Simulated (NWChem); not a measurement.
A series in which one site is exchanged, each optimised at PBE0/def2-SVP with NWChem, gas phase unless a solvent is named. All stand in one matching conformer (torsions within 35°), which need not be the lowest. For some, no frequency run checked for a minimum. def2 effective core potentials on La; no spin-orbit coupling.

A: NB(F)F (BNH$_{2}$F$_{2}$; site = B)
B: [F][La]([F])[NH2] (LaNH$_{2}$F$_{2}$; site = La)
C: [NH2][Ga]([F])[F] (GaNH2F2; site = Ga)
D: [F][Al]([F])[NH2] (AlNH2F2; site = Al)

Q: Rank them by lowest singlet excitation, B3LYP/def2-SVPD, TDA (eV), lowest first.

A: B (3.63), C (5.30), D (5.59), A (7.23)
